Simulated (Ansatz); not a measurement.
A structure relaxed at PBE-D4/def2-SVP in Ansatz, charge 0, singlet:

```xyz
38

Ga   -0.399    3.318   -3.102
P    -2.443    1.985   -2.809
P     1.000    1.935   -1.703
Ga    0.357    2.013    0.589
Ga   -2.546    0.004   -1.444
P    -1.673    0.720    0.657
P     1.888    0.727    1.884
Ga    1.421    0.843    4.250
Ga   -1.672   -1.186    2.090
P    -0.722   -0.354    4.141
Ga    1.254   -0.220   -2.661
P    -0.790   -1.375   -2.250
P     2.772   -1.302   -1.124
Ga    2.214   -1.525    1.215
Ga   -0.532   -3.460   -1.033
P     0.046   -2.512    1.126
H    -0.677    4.697   -2.389
H     0.018    3.137   -4.613
H    -3.518    2.829   -2.386
H    -2.972    1.618   -4.086
H     2.304    2.525   -1.748
H     0.137    3.475    1.136
H    -3.979   -0.646   -1.386
H    -2.673    1.591    1.197
H     3.159    1.363    1.705
H     1.068    2.325    4.657
H     2.405   -0.110    5.032
H    -3.071   -1.880    2.280
H    -1.744    0.417    4.780
H    -0.711   -1.457    5.052
H     1.786   -0.264   -4.142
H    -1.223   -1.760   -3.560
H     4.026   -0.620   -1.205
H     3.193   -2.560   -1.652
H     3.308   -2.334    2.007
H    -1.941   -4.160   -0.920
H     0.775   -4.162   -1.593
H     0.155   -3.634    2.009
```

(1) Give its formula and point group.

(2) Summarise the bond lengths by kind (pairs closer than 1.2 times the sum of covalent radii, bridged metal pairs left out).

Results:

(1) Ga8P8H22, a nanocrystal cut from wurtzite GaP (hydrogen-capped). Point group Cs (tolerance 0.1 Å).

(2) 21 × Ga–P 2.37 to 2.46 Å; 11 × Ga–H 1.57 to 1.58 Å; 11 × H–P 1.43 Å.

Single mean-field runs in def2-SVP are fitted with def2-universal-jkfit.
